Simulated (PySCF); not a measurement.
CH11NOSi3, SMILES CO[SiH2][SiH2]N[SiH3]. Atoms are numbered in the order given.

```xyz
17

C     -4.0542    -0.2014    -0.2807
O     -2.7021    -0.2623    -0.6392
Si    -1.4563     0.2080     0.3685
Si     0.5655    -0.1616    -0.7528
N      1.8377     0.5677     0.2007
Si     3.3855    -0.0905     0.6523
H     -4.2752    -0.8164     0.6119
H     -4.6608    -0.5847    -1.1154
H     -4.3808     0.8342    -0.0696
H     -1.5072    -0.5562     1.6603
H     -1.5922     1.6616     0.7323
H      0.4789     0.3869    -2.1461
H      0.8707    -1.6206    -0.8495
H      1.6945     1.5468     0.4371
H      4.5210     0.4319    -0.1744
H      3.6910     0.2365     2.0797
H      3.3119    -1.5700     0.4755
```
Charge 0, spin multiplicity 1.

Geometry optimised at PBE0-D3(BJ)/def2-SVP. The structure was generated by enumeration, and PubChem lists no compound with its InChIKey, so it may never have been made. Other conformers were not sampled.

Method: SMD-PBE0/def2-SVP in PySCF.

Solvation free energies are E(SMD) − E(gas) at the gas-phase geometry, for 1 M in both phases. In vacuum the dipole moment is 1.41 D.

Computed solvation free energies in water, toluene, tetrahydrofuran:
```csv
solvent,ΔG(solv) (kcal/mol),its non-electrostatic (CDS) part,dipole (D)
water,1.5,6.0,2.01
toluene,-1.8,-0.3,1.61
tetrahydrofuran,-2.2,0.5,1.80
```
